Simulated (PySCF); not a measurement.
## Electronic absorption of C4H8N2Si2

C₄H₈N₂Si₂.
SMILES with atom numbers: `[H]/[N:5]=[CH:4]\[C:3]([C:2]#[N:1])=[CH:6]\[SiH2:7][SiH3:8]` (hydrogens: H9 on C4; H10 on N5; H11 on C6; H12, H13 on Si7; H14, H15, H16 on Si8)

Cartesian coordinates in Å at the GFN2-xTB level; atoms count from 1:
```xyz
16
C4H8N2Si2 angstrom
N     -1.051   -1.261   -1.779
C     -1.114   -0.763   -0.747
C     -1.238   -0.121    0.507
C     -2.553    0.459    0.822
N     -3.610    0.426    0.142
C     -0.188   -0.059    1.349
Si     1.524   -0.761    0.982
Si     2.623    0.685   -0.462
H     -2.602    0.977    1.777
H     -3.543   -0.067   -0.749
H     -0.349    0.466    2.284
H      2.144   -0.908    2.305
H      1.316   -2.111    0.448
H      3.828    0.054   -1.001
H      1.765    1.083   -1.579
H      3.042    1.910    0.225
```

Computed with PySCF, TDDFT CAM-B3LYP/def2-SVPD, vertical, gas phase, core orbitals frozen in the response.

```tsv
state	E (eV)	ν̃ (cm⁻¹)	f	main configurations (H = HOMO, L = LUMO)
S1	4.36	35200	0.0046	H-1→L (82%)
S2	5.27	42540	0.475	H→L (91%)
S3	6.07	48940	0.029	H-2→L (35%), H-4→L (16%), H-1→L+2 (13%)
S4	6.42	51760	0.019	H-6→L (43%), H-2→L (18%), H-7→L (10%)
S5	6.51	52480	0.017	H-1→L+2 (25%), H-2→L (23%), H-6→L (18%)
S6	6.75	54410	0.020	H-4→L (16%), H-2→L (15%), H-3→L (11%)
S7	6.85	55240	0.021	H→L+1 (36%), H-3→L (19%)
S8	6.91	55710	0.019	H-3→L (28%), H-4→L (27%), H-5→L (11%)
```

Triplets, Tamm–Dancoff:

```
state  E (eV)  λ (nm)  main configurations (H = HOMO, L = LUMO)
   T1    3.14   394.6                     H→L (80%), H-2→L (9%)
   T2    3.71   334.2                H-1→L (72%), H-1→L+2 (13%)
   T3    4.98   248.9      H-5→L (38%), H→L+2 (18%), H→L+3 (9%)
```

The lowest singlet comes at 284 nm (421 kJ/mol) in the ultraviolet; it is very weak; its leading configuration is HOMO-1→LUMO (82%). The strongest level in the table is S2 at 5.27 eV (235 nm, f = 0.475). Löwdin shares by element: HOMO carbon 36% or more, nitrogen 14% or more, silicon 10% or more (atoms not listed hold the other 40%); LUMO carbon 49% or more, nitrogen 12% or more, silicon 8% or more (atoms not listed hold the other 31%). The listed states span 2.54 eV, and the widest gap between neighbours is 0.91 eV (S1 to S2). Orbital energies (eV): HOMO-3 -11.28, HOMO-2 -10.70, HOMO-1 -9.54, HOMO -9.39, LUMO -1.60, LUMO+1 0.53, LUMO+2 0.74. Of the 8 states listed, 7 reach f = 0.01 and none stays under 0.0005. Only the lowest 8 singlets were computed, as vertical energies without vibronic structure.

One conformer stands for the species.
